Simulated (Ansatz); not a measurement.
The cluster Nb₂Si₂⁻. Charge -1, multiplicity 2. Geometry r2SCAN-D4/def2-SVP, that of the neutral singlet; atoms count from 1.

```csv
atom,x (Å),y (Å),z (Å)
Nb1,-0.451,0.427,0.179
Nb2,-1.846,1.802,0.716
Si3,0.537,-1.396,-1.315
Si4,1.760,-0.833,0.419
```

In the def2 sets Nb takes a core potential; there is no spin–orbit coupling. The charge -1 doublet is spin-contaminated (final ⟨S²⟩ up to 1.83, 0.75 for a pure state). The structure comes from a short search, and lower isomers may exist.

(1) Estimate the Mulliken populations from the PBE0/def2-TZVPD orbitals of Ansatz.

(2) Where does the spin sit?

(3) And the Mayer bond orders between bonded heavy atoms (over 0.3)?

Answers

(1) 
| atom | charge (e) | spin (α − β) | d electrons |
| --- | --- | --- | --- |
| Nb1 | -0.12 | -1.01 | 3.81 |
| Nb2 | -0.08 | 1.78 | 3.89 |
| Si3 | -0.40 | 0.12 | – |
| Si4 | -0.40 | 0.12 | – |
Mulliken values and Mayer orders depend strongly on the basis. With diffuse functions, as here, like atoms can get unlike values, and bond orders can come out too low or too high.

(2) Summed by element: Nb 0.77, Si 0.23, of 1 unpaired in all. Largest on single atoms: Nb2 1.78, Nb1 -1.01, Si3 0.12.

(3) Nb1–Nb2 3.80 (2.03 Å); Nb1–Si3 1.02 (2.56 Å); Nb1–Si4 1.02 (2.56 Å); Si3–Si4 1.75 (2.20 Å).
